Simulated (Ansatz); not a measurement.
C₂H₇NSn (`C[C](=N)[SnH3]`), relaxed with RKS PBE-D4/def2-SVP in the Gaussian-basis code of Ansatz from a rough embedded geometry. The force threshold is 0.03 eV/Å; the program also tests the step.

Total charge 0; spin multiplicity 1. Sn: def2 effective core potential.

Start:

```xyz
11

C    -0.130    0.075    1.597
C     0.374    0.400    0.257
N     1.276    1.304    0.105
Sn   -0.497   -0.597   -1.435
H    -0.555    0.906    2.108
H     0.767   -0.326    2.251
H    -0.873   -0.771    1.583
H     1.536    1.586   -0.820
H    -1.205    0.585   -2.451
H    -1.586   -1.784   -0.902
H     0.893   -1.378   -2.293
```

(1) How much energy does the relaxation release, and in how many steps? (An estimate is asked.)

(2) Which bonds change most? (An estimate is asked.)

(3) Give the relaxed structure. (An estimate is asked.)

Results:

(1) Computed: 0.32 eV, in 6 steps, 2 of them rejected.

(2) Ansatz gave: Sn4–H11 from 1.811 to 1.732 Å; C2–Sn4 from 2.148 to 2.226 Å; C1–H6 from 1.181 to 1.110 Å; C1–C2 from 1.468 to 1.514 Å.

(3) Computed: 
```xyz
11

C    -0.102    0.057    1.659
C     0.396    0.438    0.281
N     1.289    1.346    0.167
Sn   -0.469   -0.626   -1.473
H    -0.535    0.948    2.160
H     0.751   -0.281    2.284
H    -0.866   -0.743    1.639
H     1.555    1.525   -0.816
H    -1.239    0.532   -2.505
H    -1.611   -1.852   -1.032
H     0.831   -1.343   -2.365
```
